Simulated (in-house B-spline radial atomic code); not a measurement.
Radial electron density of the barium ion Ba⁺, [Xe] 6s1. Method: scalar-relativistic (X2C) B97-1, spin-polarised, spherical fractional occupations, Fermi nucleus of rms radius 4.8378 fm. Calculated with an all-electron radial atomic-structure program (B-spline basis).

One-electron X2C: radii and densities carry no picture-change correction, so inner-shell <1/r> comes out high (for 1s by about 2 % at Z = 33, 5 % at 54, 10 % at 75, 30 % at 118) and <r> low.

Columns: r (bohr), 4πr²n(r) (electrons per bohr), bar.

```
0.000705    2.101 #
0.000885    2.993 #
 0.00111    4.238 ##
 0.00139    5.955 ###
 0.00175    8.374 ####
 0.00219    11.57 #####
 0.00275    15.88 #######
 0.00345    21.45 ##########
 0.00433    28.46 #############
 0.00544    36.94 #################
 0.00682    46.46 #####################
 0.00856     56.4 ##########################
  0.0107     65.3 ##############################
  0.0135    71.95 #################################
  0.0169    74.26 ##################################
  0.0212    72.06 #################################
  0.0266    67.07 ###############################
  0.0334    63.65 #############################
  0.0419    66.91 ###############################
  0.0526    78.24 ####################################
   0.066    91.42 ##########################################
  0.0828    95.38 ############################################
   0.104    85.19 #######################################
    0.13    71.73 #################################
   0.163    70.65 #################################
   0.205    80.22 #####################################
   0.257    77.45 ####################################
   0.323     53.4 #########################
   0.405     31.4 ##############
   0.508    29.32 ##############
   0.638    32.99 ###############
     0.8    26.11 ############
       1    14.85 #######
    1.26    8.748 ####
    1.58    6.919 ###
    1.98    4.844 ##
    2.49    2.377 #
    3.12   0.9479 
    3.92   0.4474 
    4.92   0.2486 
    6.17    0.101 
    7.74  0.02493 
    9.71 0.003187 
    12.2 0.0001644 
    15.3 3.044e-06
```

On this grid the curve has 4 maxima, near 0.0169, 0.0828, 0.205, 0.638 bohr.

The 5p down radial function P(r) = rR(r), positive near the nucleus:

| r (bohr) | P |
| --- | --- |
| 0.00111 | 0.000861 |
| 0.00175 | 0.001804 |
| 0.00275 | 0.003816 |
| 0.00433 | 0.008133 |
| 0.00682 | 0.01719 |
| 0.0107 | 0.03517 |
| 0.0169 | 0.06881 |
| 0.0266 | 0.1213 |
| 0.0419 | 0.1787 |
| 0.066 | 0.1816 |
| 0.104 | 0.03726 |
| 0.163 | -0.2144 |
| 0.257 | -0.2251 |
| 0.405 | 0.2205 |
| 0.638 | 0.3837 |
| 1 | -0.2818 |
| 1.58 | -0.834 |
| 2.49 | -0.5653 |
| 3.92 | -0.1455 |
| 6.17 | -0.007727 |
